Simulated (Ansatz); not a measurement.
Consider the formal exchange of groups at a C–N bond: `CNC(O)(O)F` + `C[SiH2]S[SiH2]Cl` → `C[SiH2]S[SiH](C)Cl` + `NC(O)(O)F`.

Calculated with Ansatz (gas phase, PBE0-D4/def2-TZVP geometries, no zero-point term in ΔE). CCSD(T)/CBS adds triple-zeta CCSD(T) − MP2 to the extrapolated MP2 energy (def2 sets, frozen cores). Functionals use def2-TZVPP. B3LYP here is the variant with VWN-RPA as its local correlation; programs differ in this. Each species was taken in one conformer, which may not be the lowest.

| level | ΔE (kJ/mol) | difference from CCSD(T)/CBS |
| --- | --- | --- |
| B3LYP-D4 | -87.0 | 1.1 |
| ωB97X-V | -83.9 | 4.2 |
| B2PLYP | -83.7 | 4.4 |
| PBE0 | -85.1 | 3.0 |
| HF/def2-TZVPP | -75.3 | 12.8 |
| SCS-MP2/def2-TZVPP | -83.8 | 4.3 |
| CCSD/def2-TZVPP | -83.8 | 4.3 |
| HF/def2-QZVPP | -74.8 | 13.3 |
| SCS-MP2/def2-QZVPP | -85.4 | 2.7 |
| CCSD/CBS(def2) | -86.8 | 1.3 |
| CCSD(T)/CBS | -88.1 | 0 |

Largest T1 diagnostic among the species: 0.011.

The D4 term adds −7.0 kJ/mol with B3LYP and −4.1 kJ/mol with PBE0; it sums over pairs of atoms, weighted by their polarisabilities, and B3LYP, whose exchange is more repulsive, gets the larger term. In def2-TZVPP, CCSD(T) changes the Hartree–Fock value by −9.9 kJ/mol (the triples alone add −1.3 kJ/mol) and MP2 by −15.2 kJ/mol.

CCSD(T)/CBS has its own doubt, a few kJ/mol and more with outer-core shells, so smaller differences from it don't rank the levels.
